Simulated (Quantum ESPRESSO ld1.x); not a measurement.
Results of a calculation; reference values are marked as such.
Ta LXII, 12 electrons, occupied as [Ne] 3s2. Level of theory: scalar-relativistic Kohn-Sham, LDA (Slater exchange, Perdew-Zunger correlation), spin-polarised, spherical densities, point nucleus (ld1.x of Quantum ESPRESSO 7.5). Some entries of the table are withheld. Estimate them.

orbital  occ.  eigenvalue (eV)  <1/r> (bohr^-1)  <r> (bohr)
1s          2         -72441.9              (1)     0.01866
2s          2         -16420.3            20.25         (2)
2p          6         -15037.7            18.40     0.06935
3s          2         -6736.50            8.278      0.1866

Answer. 
(1) 1s <1/r> (bohr^-1): 85.44
(2) 2s <r> (bohr): 0.07789
